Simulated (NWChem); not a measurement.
System: C$_{4}$H$_{4}$FN; SMILES C(/F)=C(\C#N)C

Here is an NWChem input.

```
start job
memory heap 200 mb stack 900 mb global 1100 mb
geometry units angstroms noautosym nocenter noautoz
  C      1.628068    -0.179618     0.000000
  C      0.153419     0.096480     0.000000
  C     -0.296632     1.454398     0.000000
  N     -0.629673     2.565726     0.000000
  C     -0.786655    -0.861242     0.000000
  F     -0.471023    -2.142775     0.000000
  H      1.813286    -1.260862     0.000000
  H      2.106525     0.261851     0.887475
  H      2.106525     0.261851    -0.887475
  H     -1.863995    -0.674982     0.000000
end
basis spherical
  * library 6-31g*
end
dft
  xc xpbe96 cpbe96
  iterations 150
end
cosmo
  do_cosmo_smd true
  solvent toluene
end
task dft energy
```

NWChem printed, in part:

```
             Northwest Computational Chemistry Package (NWChem) 7.3.0
             --------------------------------------------------------

                             Geometry "geometry" -> ""
                             -------------------------

 Output coordinates in angstroms (scale by  1.889725989 to convert to a.u.)

  No.       Tag          Charge          X              Y              Z
 ---- ---------------- ---------- -------------- -------------- --------------
    1 C                    6.0000     1.62806800    -0.17961800     0.00000000
    2 C                    6.0000     0.15341900     0.09648000     0.00000000
    3 C                    6.0000    -0.29663200     1.45439800     0.00000000
    4 N                    7.0000    -0.62967300     2.56572600     0.00000000
    5 C                    6.0000    -0.78665500    -0.86124200     0.00000000
    6 F                    9.0000    -0.47102300    -2.14277500     0.00000000
    7 H                    1.0000     1.81328600    -1.26086200     0.00000000
    8 H                    1.0000     2.10652500     0.26185100     0.88747500
    9 H                    1.0000     2.10652500     0.26185100    -0.88747500
   10 H                    1.0000    -1.86399500    -0.67498200     0.00000000

 Effective nuclear repulsion energy (a.u.)     200.7771786078

  pbe96 is a nonlocal functional; adding pw91lda local functional.

                                 NWChem DFT Module
                                 -----------------

 Summary of "ao basis" -> "ao basis" (spherical)
 ------------------------------------------------------------------------------
       Tag                 Description            Shells   Functions and Types
 ---------------- ------------------------------  ------  ---------------------
 C                           6-31g*                  6       14   3s2p1d
 N                           6-31g*                  6       14   3s2p1d
 F                           6-31g*                  6       14   3s2p1d
 H                           6-31g*                  2        2   2s

 in cosmo_initialize ...
 calling solv_data for solv:toluene

 solvent parameters
 solvname_short: toluene
 solvname_long:  toluene
 dielec:        2.3741
 dielecinf:     2.2383
 nonaqueous SMD model solvent descriptors
 dielec:        2.3741
 sola:          0.0000
 solb:          0.1400
 solc:          0.8570
 solg:         40.2000
 solh:          0.0000
 soln:          1.4961

[...]

                                COSMO-SMD solvation results
                                ---------------------------

             internal energy in gas <Psi(g)|H|Psi(g)> =      -309.016508065140
         internal energy in solvent <Psi(s)|H|Psi(s)> =      -309.015875238405
                               delta internal energy  =         0.000632826735 (    0.40 kcal/mol)
   total free energy in solvent <Psi(s)|H+V/2|Psi(s)> =      -309.022061644916
 polarization energy contribution <Psi(s)|V/2|Psi(s)> =        -0.006186406511 (   -3.88 kcal/mol)
    total free energy in solvent including G(SMD-CDS) =      -309.021317114783
                       G(SMD-CDS) energy contribution =         0.000744530132 (    0.47 kcal/mol)
     1 M fixed-concentration free energy of solvation =        -0.004809049643 (   -3.02 kcal/mol)

                       DFT Final Molecular Orbital Analysis
                       ------------------------------------

 Vector   20  Occ=2.000000D+00  E=-3.106337D-01
              MO Center= -6.0D-01,  2.5D+00, -6.4D-10, r^2= 1.7D+00
   Bfn.  Coefficient  Atom+Function         Bfn.  Coefficient  Atom+Function
  ----- ------------  ---------------      ----- ------------  ---------------
    46      0.461476   4 N  py               50      0.306562   4 N  py
    48      0.265036   4 N  s                32     -0.253846   3 C  py
    44      0.239103   4 N  s                36      0.178113   3 C  py
    20      0.163253   2 C  s                45     -0.153577   4 N  px
    22      0.147227   2 C  py               18      0.135875   2 C  py

 Vector   21  Occ=2.000000D+00  E=-2.965282D-01
              MO Center= -3.3D-01,  1.7D+00,  2.3D-11, r^2= 2.4D+00
   Bfn.  Coefficient  Atom+Function         Bfn.  Coefficient  Atom+Function
  ----- ------------  ---------------      ----- ------------  ---------------
    45      0.416936   4 N  px               31      0.356853   3 C  px
    49      0.241895   4 N  px               35      0.198821   3 C  px
     3      0.144556   1 C  px               17     -0.144169   2 C  px
    46      0.141538   4 N  py               73     -0.106794   6 F  px
    59      0.091498   5 C  px               32      0.089142   3 C  py

 Vector   22  Occ=2.000000D+00  E=-2.298182D-01
              MO Center= -2.2D-01,  8.2D-02, -9.8D-10, r^2= 3.4D+00
   Bfn.  Coefficient  Atom+Function         Bfn.  Coefficient  Atom+Function
  ----- ------------  ---------------      ----- ------------  ---------------
    19      0.351346   2 C  pz               61      0.343909   5 C  pz
    47     -0.285003   4 N  pz               75     -0.266186   6 F  pz
    23      0.254603   2 C  pz               79     -0.207519   6 F  pz
    65      0.203044   5 C  pz               51     -0.195982   4 N  pz
     5     -0.103048   1 C  pz               88     -0.100117   8 H  s

 Vector   23  Occ=0.000000D+00  E=-6.331521D-02
              MO Center= -4.5D-01,  1.8D-01,  1.1D-09, r^2= 3.3D+00
   Bfn.  Coefficient  Atom+Function         Bfn.  Coefficient  Atom+Function
  ----- ------------  ---------------      ----- ------------  ---------------
    61      0.471115   5 C  pz               65      0.469825   5 C  pz
    23     -0.348293   2 C  pz               47      0.299601   4 N  pz
    19     -0.296841   2 C  pz               51      0.293541   4 N  pz
    33     -0.222271   3 C  pz               75     -0.206905   6 F  pz
    37     -0.194452   3 C  pz               79     -0.187122   6 F  pz

[...]
```

Level: PBE/6-31G* (spherical d), SMD on the gas-phase geometry. All runs use the structure optimised with PBE0/def2-SVP. Solvent: toluene.
